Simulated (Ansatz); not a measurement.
`[NH2][Zn][CH2]C=O` + HCl → `O=CCCl` + `[NH2][ZnH]`  (substitution at a C–Zn bond)

Isolated molecules relaxed with PBE0-D4/def2-TZVP in Ansatz; ΔE leaves out vibrations. CBS: MP2 limit from def2 TZ/QZ plus the TZ coupled-cluster correction, frozen cores. This one scheme is used for every species. DFT in def2-TZVPP. For Zn outer-core shells are correlated without core-valence functions, which leaves a few kJ/mol of doubt a bond. Scalar relativity is left out up to krypton. One conformer a species, not always the lowest.

```tsv
level	ΔE (kJ/mol)	difference from CCSD(T)/CBS
PBE-D4	74.7	-2.7
r2SCAN-D4	76.9	-0.5
PBE0-D4	75.0	-2.4
ωB97X-V	68.6	-8.8
ωB97M-V	70.6	-6.8
PBE0	74.4	-3.0
SCS-MP2/def2-TZVPP	75.8	-1.6
CCSD/def2-TZVPP	75.6	-1.8
HF/def2-QZVPP	62.0	-15.4
CCSD/CBS(def2)	75.8	-1.6
CCSD(T)/CBS	77.4	0
```

Largest T1 diagnostic among the species: 0.016.

In def2-TZVPP, CCSD(T) changes the Hartree–Fock value by +15.8 kJ/mol (the triples alone add +1.6 kJ/mol) and MP2 by +22.5 kJ/mol.
